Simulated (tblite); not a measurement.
C₆H₁₀F₃P.
Geometry (GFN2-xTB, Å), atoms numbered from 1 in this order:
```xyz
20
C6H10F3P angstrom
C     -2.307    0.570    0.570
C     -1.206   -0.100   -0.241
C     -0.400   -1.107    0.579
C      0.794   -1.523   -0.279
P      1.345   -0.022   -1.237
C      2.470    0.697    0.109
F      2.788    1.970   -0.174
F      1.969    0.705    1.357
F      3.619    0.006    0.171
C     -0.194    0.925   -0.773
H     -2.841    1.297   -0.037
H     -1.885    1.082    1.432
H     -3.019   -0.172    0.924
H     -1.654   -0.624   -1.092
H     -1.004   -1.974    0.846
H     -0.061   -0.632    1.500
H      0.494   -2.273   -1.016
H      1.621   -1.936    0.300
H     -0.578    1.453   -1.646
H      0.045    1.668   -0.008
```

Computed values, GFN2-xTB/tblite, gas phase, harmonic and unscaled. Against measured fundamentals such values can be off by several per cent, at times by over 20. One conformer, not necessarily the lowest.

Harmonic wavenumbers (cm⁻¹): 32.9, 63.9, 132.1, 180.6, 203.0, 222.2, 253.8, 279.1, 309.7, 403.5, 429.7, 446.7, 471.7, 476.8, 516.9, 661.4, 696.9, 752.3, 791.1, 846.6, 879.2, 938.3, 966.2, 1016.1, 1029.5, 1035.6, 1047.7, 1067.3, 1083.7, 1105.4, 1131.5, 1173.7, 1208.9, 1219.8, 1253.8, 1286.0, 1318.0, 1341.8, 1414.7, 1442.0, 1446.7, 1491.9, 1496.9, 1499.4, 2926.8, 2951.6, 2954.2, 2976.1, 2985.8, 2994.1, 3006.1, 3034.3, 3038.5, 3043.9.

A = 1993, B = 781.0, C = 739.4 MHz; mass 170.047 u (most abundant isotopes); point group C1, symmetry number 1.

Problem. What is the zero-point energy?

Solution. ½Σν̃ = 33488 cm⁻¹ = 400.61 kJ/mol.

Problem. What is S at 500 K and 1 bar for an ideal gas of classical rigid rotors and harmonic oscillators?

Solution. Translation 183.66, rotation 132.03, vibration 224.97: S = 540.7 J/(mol K).

Problem. And Cp and H(500 K) − H(0)?

Solution. Cp = 260.36 J/(mol K), of which vibrations give 227.10 (their classical limit is 54 R = 449.0); H(500 K) − H(0) = 75.11 kJ/mol without the zero-point energy, 58.48 from vibrations.

Problem. What must be added to the electronic energy to get the Gibbs energy at 500 K and 1 bar?

Solution. ZPE + [H(500 K) − H(0)] − T·S = 400.61 + 75.11 − 270.33 = 205.39 kJ/mol.

Problem. Which modes carry the vibrational entropy at 500 K?

Solution. 32.9 cm⁻¹: 27.92; 63.9 cm⁻¹: 22.41; 132.1 cm⁻¹: 16.41; 180.6 cm⁻¹: 13.85; 203.0 cm⁻¹: 12.90; 222.2 cm⁻¹: 12.17 J/(mol K); the other 48 give 119.31 together.

Problem. How do the functions run with temperature in this model?

Solution. 
```json
{"T (K)": "100", "S (J/(mol K))": "298.8", "Cp (J/(mol K))": "79.1", "H − H(0) (kJ/mol)": "5.42", "G − H(0) (kJ/mol)": "-24.46", "ln q(vib)": "1.89"}
{"T (K)": "200", "S (J/(mol K))": "368.9", "Cp (J/(mol K))": "127.9", "H − H(0) (kJ/mol)": "15.82", "G − H(0) (kJ/mol)": "-57.97", "ln q(vib)": "4.56"}
{"T (K)": "300", "S (J/(mol K))": "429.8", "Cp (J/(mol K))": "176.0", "H − H(0) (kJ/mol)": "31.01", "G − H(0) (kJ/mol)": "-97.95", "ln q(vib)": "7.34"}
{"T (K)": "800", "S (J/(mol K))": "681.7", "Cp (J/(mol K))": "338.2", "H − H(0) (kJ/mol)": "166.04", "G − H(0) (kJ/mol)": "-379.30", "ln q(vib)": "21.18"}
{"T (K)": "1000", "S (J/(mol K))": "760.8", "Cp (J/(mol K))": "370.7", "H − H(0) (kJ/mol)": "237.11", "G − H(0) (kJ/mol)": "-523.73", "ln q(vib)": "26.25"}
```

q(vib) and H(0) count from the zero-point level.

Problem. Blend soft modes into free rotors: weight 1/[1 + (100 cm⁻¹/ν̃)⁴] for the oscillator and the rest for a rotor with moment μB/(μ + B), μ = h/(8π²ν), B = 10⁻⁴⁴ kg m². What vibrational entropy results?

Solution. 209.13 J/(mol K) in place of 224.97, which changes −T·S at 500 K by +7.92 kJ/mol.

Hindered rotation and anharmonicity are outside this model. Other conformers, if any are populated, would add a mixing term that is left out. The structure is chiral; the term R ln 2 for an equal mix with its mirror image is left out.
